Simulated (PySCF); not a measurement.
A structure optimised at PBE0-D3(BJ)/def2-TZVP, used in a PySCF frequency run:

```xyz
6

Si     0.0043    -1.5074     0.0000
Se    -0.0420     0.7709     0.0000
H      0.6831    -2.0368     1.2089
H     -1.4216    -1.9140     0.0000
H      0.6831    -2.0368    -1.2089
H      1.4229     0.8800     0.0000
```
Charge 0, spin multiplicity 1.

Write its SMILES, formula and point group.

[SiH3][SeH], H4SeSi, Cs

What are its rotational constants (standard atomic weights)?

62.701, 4.0450, 3.9760 GHz
